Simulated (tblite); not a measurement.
Compound: C₄H₁₂OSi₂.
Numbering: `[CH3:1][O:2][C@H:3]1[SiH2:4][C@H:5]([CH3:6])[SiH2:7]1` (hydrogens: H8, H9, H10 on C1; H11 on C3; H12, H13 on Si4; H14 on C5; H15, H16, H17 on C6; H18, H19 on Si7)

Computed with GFN2-xTB (tblite), gas phase: Langevin dynamics at 600 K from the optimised GFN2-xTB geometry, time step 0.5 fs, friction 0.01 fs⁻¹, 2000 steps.

Start geometry:
```
atom  x, y, z in Å
C1      3.083   -0.240    0.585
O2      2.022    0.659    0.450
C3      0.756    0.087    0.783
Si4    -0.639    1.407    0.581
C5     -1.337    0.317   -0.852
C6     -2.794   -0.120   -0.746
Si7    -0.001   -1.048   -0.593
H8      3.989    0.288    0.288
H9      2.944   -1.122   -0.054
H10     3.185   -0.581    1.625
H11     0.832   -0.369    1.781
H12    -1.536    1.489    1.739
H13    -0.154    2.731    0.208
H14    -1.211    0.812   -1.818
H15    -2.980   -0.618    0.203
H16    -3.462    0.738   -0.812
H17    -3.052   -0.812   -1.546
H18     0.863   -1.288   -1.749
H19    -0.519   -2.321   -0.082
```

The statistics below take the 31 frames saved every 25 fs from 250 to 1000 fs; their kinetic temperature (all 3N coordinates) averages 611 K.

Q: Give the mean, spread and extremes of the bond lengths.

A: 
```json
{"bond": "C1–O2", "start (Å)": "1.397", "mean (Å)": "1.403", "standard deviation (Å)": "0.038", "shortest (Å)": "1.332", "longest (Å)": "1.483"}
{"bond": "O2–C3", "start (Å)": "1.429", "mean (Å)": "1.441", "standard deviation (Å)": "0.033", "shortest (Å)": "1.383", "longest (Å)": "1.533"}
{"bond": "C3–Si4", "start (Å)": "1.931", "mean (Å)": "1.941", "standard deviation (Å)": "0.072", "shortest (Å)": "1.816", "longest (Å)": "2.054"}
{"bond": "Si4–C5", "start (Å)": "1.930", "mean (Å)": "1.941", "standard deviation (Å)": "0.081", "shortest (Å)": "1.812", "longest (Å)": "2.101"}
{"bond": "C5–C6", "start (Å)": "1.525", "mean (Å)": "1.541", "standard deviation (Å)": "0.040", "shortest (Å)": "1.462", "longest (Å)": "1.619"}
{"bond": "C5–Si7", "start (Å)": "1.927", "mean (Å)": "1.941", "standard deviation (Å)": "0.047", "shortest (Å)": "1.877", "longest (Å)": "2.044"}
{"bond": "C3–Si7", "start (Å)": "1.937", "mean (Å)": "1.958", "standard deviation (Å)": "0.054", "shortest (Å)": "1.865", "longest (Å)": "2.074"}
{"bond": "C1–H8", "start (Å)": "1.089", "mean (Å)": "1.097", "standard deviation (Å)": "0.034", "shortest (Å)": "1.039", "longest (Å)": "1.173"}
{"bond": "C1–H9", "start (Å)": "1.098", "mean (Å)": "1.103", "standard deviation (Å)": "0.046", "shortest (Å)": "1.018", "longest (Å)": "1.191"}
{"bond": "C1–H10", "start (Å)": "1.099", "mean (Å)": "1.116", "standard deviation (Å)": "0.055", "shortest (Å)": "1.008", "longest (Å)": "1.239"}
{"bond": "C3–H11", "start (Å)": "1.099", "mean (Å)": "1.119", "standard deviation (Å)": "0.046", "shortest (Å)": "1.025", "longest (Å)": "1.197"}
{"bond": "Si4–H12", "start (Å)": "1.466", "mean (Å)": "1.484", "standard deviation (Å)": "0.046", "shortest (Å)": "1.413", "longest (Å)": "1.616"}
{"bond": "Si4–H13", "start (Å)": "1.459", "mean (Å)": "1.489", "standard deviation (Å)": "0.096", "shortest (Å)": "1.329", "longest (Å)": "1.700"}
{"bond": "C5–H14", "start (Å)": "1.093", "mean (Å)": "1.109", "standard deviation (Å)": "0.049", "shortest (Å)": "1.036", "longest (Å)": "1.198"}
{"bond": "C6–H15", "start (Å)": "1.088", "mean (Å)": "1.103", "standard deviation (Å)": "0.043", "shortest (Å)": "1.035", "longest (Å)": "1.180"}
{"bond": "C6–H16", "start (Å)": "1.089", "mean (Å)": "1.100", "standard deviation (Å)": "0.043", "shortest (Å)": "1.041", "longest (Å)": "1.174"}
{"bond": "C6–H17", "start (Å)": "1.089", "mean (Å)": "1.101", "standard deviation (Å)": "0.042", "shortest (Å)": "1.020", "longest (Å)": "1.191"}
{"bond": "Si7–H18", "start (Å)": "1.463", "mean (Å)": "1.485", "standard deviation (Å)": "0.077", "shortest (Å)": "1.325", "longest (Å)": "1.651"}
{"bond": "Si7–H19", "start (Å)": "1.466", "mean (Å)": "1.488", "standard deviation (Å)": "0.055", "shortest (Å)": "1.351", "longest (Å)": "1.646"}
```

Q: Give the same statistics for bond angles, one of each kind among heavy atoms.

A: 
```csv
angle,start (°),mean (°),standard deviation (°),smallest (°),largest (°)
C1–O2–C3,113.1,115.1,4.3,105.3,128.2
O2–C3–Si4,110.0,112.9,7.8,97.8,129.6
O2–C3–Si7,114.6,112.2,6.3,100.8,128.1
Si4–C3–Si7,92.5,91.8,2.3,87.0,95.7
C3–Si4–C5,87.3,87.6,3.3,81.9,96.6
Si4–C5–C6,117.1,117.9,6.5,105.8,128.7
Si4–C5–Si7,92.8,92.3,3.3,85.4,97.3
```

Q: How widely does the potential energy scatter, against a harmonic estimate?

A: Mean 1.41 eV above the start, standard deviation 0.332 eV, range 0.94 to 2.18 eV. For 51 classical harmonic modes at 600 K the canonical values are 51kT/2 = 1.32 eV and kT·√(51/2) = 0.261 eV.

The run is classical and short, so these are rough statistics of one trajectory.

What follows is the cost of the whole dynamics run. The run took 17 s of wall time on one thread, Arm Neoverse V1 (aarch64), shared host with 32 logical CPUs at a one-minute load of 17, and the process peaked at 0.18 GiB of memory.
